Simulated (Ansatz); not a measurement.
`ClBBr` + Cl• → `Cl[B]Br`• + HCl  (hydrogen abstraction from a B–H bond)

Calculated with Ansatz (gas phase, PBE0-D4/def2-TZVP geometries, no zero-point term in ΔE). CBS: MP2 limit from def2 TZ/QZ plus the TZ coupled-cluster correction, frozen cores. This one scheme is used for every species, atoms too. Functionals use def2-TZVPP. No spin–orbit coupling; open shells (•) take unrestricted orbitals. Spin–orbit coupling would lower the free atoms: a little for Cl. For Br outer-core shells are correlated without core-valence functions, so the limit isn't a true one: a few kJ/mol of doubt a bond, and 10 to 20 or more in all where bonds break to atoms. Scalar relativity is left out up to krypton.

```csv
level,ΔE (kcal/mol)
PBE-D4,-2.8
ωB97X-V,3.3
ωB97M-V,3.3
B2PLYP,2.9
revPBE,-2.1
r2SCANh,-1.8
RPA@PBE/def2-TZVPP,7.8
CCSD/def2-TZVPP,4.8
```

(1) What does CCSD(T)/CBS give? (Estimate.)

(2) What do rigid-rotor, harmonic-oscillator terms from PBE0-D4/def2-TZVP frequencies (298.15 K, 1 bar) make of the CCSD(T)/CBS value? (An estimate is asked.)

Largest T1 diagnostic among the species: 0.013.

Answers

(1) Ansatz gave: +2.0 kcal/mol. The listed levels differ from it by -4.8, 1.3, 1.3, 0.9, -4.1, -3.8, 5.8, 2.8 kcal/mol.

(2) Computed: ΔZPE = -2.1 kcal/mol, ΔH = +0.4 kcal/mol, ΔS = 21 J/(mol·K), ΔG = -1.1 kcal/mol. Open shells count their whole term as degenerate.

At CCSD(T), def2-SVP lies +5.0 kcal/mol from the extrapolated value and def2-TZVPP +1.5 kcal/mol. From PBE to PBE0 (25 % exact exchange), in def2-TZVPP and without D4, ΔE moves by +2.6 kcal/mol. In def2-TZVPP, CCSD(T) changes the Hartree–Fock value by −7.2 kcal/mol (the triples alone add −1.3 kcal/mol) and MP2 by −9.4 kcal/mol.

CCSD(T)/CBS has its own doubt, a few kJ/mol and more with outer-core shells, so smaller differences from it don't rank the levels.
